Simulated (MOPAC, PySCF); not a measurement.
[Hf(NH2)3(H)], neutral singlet in the gas phase. 

Z-matrix (Å, degrees):
```
Hf
N 1 2.0378
H 2 1.0191 1 130.38
H 2 1.0221 3 107.39 1 177.81
N 1 2.0378 2 112.17 3 0.57
H 5 1.0190 1 130.45 2 -126.69
H 5 1.0220 6 107.38 1 177.89
N 1 2.0380 2 112.16 3 -126.78
H 8 1.0191 1 130.30 2 0.81
H 8 1.0220 9 107.37 1 178.23
H 1 1.8796 2 106.61 3 116.92
```
Charge 0, multiplicity 1.

All levels are single points at this geometry (r2SCAN-D4/def2-SVP); Pople sets use spherical d functions. Orbital energies aren't observables, and empty levels follow the basis.

| level | HOMO (eV) | LUMO (eV) | gap (eV) | dipole (D) | vertical IE, Delta-SCF (eV) |
|---|---|---|---|---|---|
| B3LYP-D3(BJ)/def2-TZVP in PySCF | -6.89 | -0.11 | 6.78 | 2.19 | – |
| PBE-D3(BJ)/def2-TZVP in PySCF | -5.74 | -0.77 | 4.97 | 2.26 | – |
| TPSSh-D3(BJ)/def2-TZVP in PySCF | -6.38 | -0.25 | 6.14 | 2.25 | – |
| B3LYP/6-311+G** (LANL2DZ on Hf) in PySCF | -7.03 | -0.48 | 6.54 | 2.14 | – |
| B3LYP/6-31G* (LANL2DZ on Hf) in PySCF | -6.72 | -0.18 | 6.55 | 2.58 | 8.75 |
| B3LYP/LANL2DZ in PySCF | -6.76 | -0.14 | 6.61 | 2.47 | – |
| BP86/6-31G* (LANL2DZ on Hf) in PySCF | -5.70 | -0.88 | 4.82 | 2.68 | – |
| M06-2X/6-31G* (LANL2DZ on Hf) in PySCF | -8.34 | 0.48 | 8.82 | 2.45 | – |
| PBE/6-31G* (LANL2DZ on Hf) in PySCF | -5.59 | -0.77 | 4.82 | 2.66 | – |
| SVWN5/6-31G* (LANL2DZ on Hf) in PySCF | -5.71 | -0.96 | 4.75 | 2.70 | 8.43 |
| HF/6-31G* (LANL2DZ on Hf) in PySCF | -10.46 | 2.04 | 12.49 | 2.42 | 9.05 |
| PM6 in MOPAC | -10.26 | -0.87 | 9.39 | 3.97 | – |
| PM7 in MOPAC | -9.05 | 2.12 | 11.16 | 1.13 | – |
